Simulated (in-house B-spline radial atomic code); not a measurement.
Configurations of Ag VII (Ag6+), with energies counted from [Kr] 4d5. Method: scalar-relativistic (X2C) TPSSh, spin-polarised, spherical fractional occupations, exact exchange averaged over the configuration, Fermi nucleus of rms radius 4.5454 fm. Calculated with an all-electron radial atomic-structure program (B-spline basis). Shells without spins written out take the highest spin.

Occupations are held fixed; configurations that lie above the ionisation limit could autoionise.

```json
{"configuration": "[Kr] 4d4 5s1", "E - E(ref) (eV)": "29.952", "highest orbital": "5s up", "its <r> (bohr)": "1.925"}
{"configuration": "[Kr] 4d4 4f1", "E - E(ref) (eV)": "53.544", "highest orbital": "4f up", "its <r> (bohr)": "1.648"}
{"configuration": "[Kr] 4d4 5f1", "E - E(ref) (eV)": "73.819", "highest orbital": "5f up", "its <r> (bohr)": "3.449"}
{"configuration": "[Ar] 3d10 4s2 4p5 4d5 5p1", "E - E(ref) (eV)": "92.855", "highest orbital": "5p up", "its <r> (bohr)": "2.111"}
{"configuration": "[Ar] 3d9 4s2 4p6 4d5 4f1", "E - E(ref) (eV)": "425.5", "highest orbital": "4f up", "its <r> (bohr)": "1.566"}
```

(1) Order these further configurations by energy, lowest first.
A. [Ar] 3d10 4s2 4p5 4d5 5d1
B. [Ar] 3d9 4s2 4p6 4d5 5s1
C. [Ar] 3d10 4s2 4p5 4d5 5s1
D. [Ar] 3d10 4s2 4p5 4d6
E. [Ar] 3d10 4s2 4p5 4d5 4f1

## Answers

(1) D (57 eV), C (81.278 eV), E (104.33 eV), A (109.54 eV), B (402.29 eV).
